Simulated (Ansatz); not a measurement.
`FC(S)[SeH]` at its PBE0-D4/def2-TZVP geometry, where that method's forces vanish. Charge 0, multiplicity 1.

```xyz
7

F    -0.3751    0.5447    1.3205
C     0.0432   -0.0322    0.1514
S    -1.0326   -1.3647   -0.3766
Se    0.0395    1.2758   -1.3045
H     1.0565   -0.3973    0.3103
H    -0.4705   -2.3102    0.3947
H     0.7391    2.2840   -0.4957
```

Problem. What forces (eV/Å) does PBE-D4/def2-TZVPP give on these atoms in the Gaussian-basis code of Ansatz? (An estimate is asked.)

Solution. Ansatz gave: 
```
F1  -0.209  0.318  0.659
C2   0.191 -0.198 -0.195
S3  -0.343 -0.078 -0.313
Se4 -0.140  0.052 -0.496
H5   0.238 -0.093  0.028
H6   0.130 -0.183  0.155
H7   0.133  0.182  0.162
```
